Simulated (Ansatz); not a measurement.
Reaction (ligand exchange at the Hf–N bond): `CC[N](C)[Hf]([F])([F])[F]` + `N=C=O` → `O=C=[N][Hf]([F])([F])[F]` + `CCNC`

Program: Ansatz. Geometries: PBE0-D4/def2-TZVP. ΔE: electronic, gas phase. CCSD(T)/CBS is the MP2 limit (def2-TZVPP, def2-QZVPP) plus CCSD(T) − MP2 in def2-TZVPP, frozen cores. This one scheme is used for every species. DFT in def2-TZVPP. B3LYP here is the variant with VWN-RPA as its local correlation; programs differ in this. Elements past krypton have def2 core potentials. For Hf outer-core shells are correlated without core-valence functions, which leaves a few kJ/mol of doubt a bond. One conformer a species, not always the lowest.

CCSD(T)/CBS gives -15.3 kcal/mol.

**Question.** Another level gave -15.7 kcal/mol. Which?
A. RPA@PBE/def2-TZVPP
B. B3LYP-D4/def2-TZVPP
C. HF/def2-TZVPP
D. BHLYP-D4/def2-TZVPP

**Answer.** B. B3LYP-D4 -15.7, BHLYP-D4 -17.6, RPA@PBE/def2-TZVPP -14.0, HF/def2-TZVPP -23.8 kcal/mol.

**Question.** What do rigid-rotor, harmonic-oscillator terms from PBE0-D4/def2-TZVP frequencies (298.15 K, 1 bar) make of the CCSD(T)/CBS value? (Estimate.)

**Answer.** Computed: ΔZPE = +1.9 kcal/mol, ΔH = -13.9 kcal/mol, ΔS = -10 J/(mol·K), ΔG = -13.2 kcal/mol. Modes under 50 cm⁻¹ make the entropy rough.

Largest T1 diagnostic among the species: 0.018.

From r2SCAN to r2SCAN0 (25 % exact exchange), in def2-TZVPP and without D4, ΔE moves by −1.1 kcal/mol. Leaving LDA and LC-ωPBE aside and taking each functional with its dispersion term where it has one, the values, not all of them listed here, spread over 3.5 kcal/mol, from BHLYP-D4 to PBE-D4. LDA lies +2.6 kcal/mol from PBE without D4.
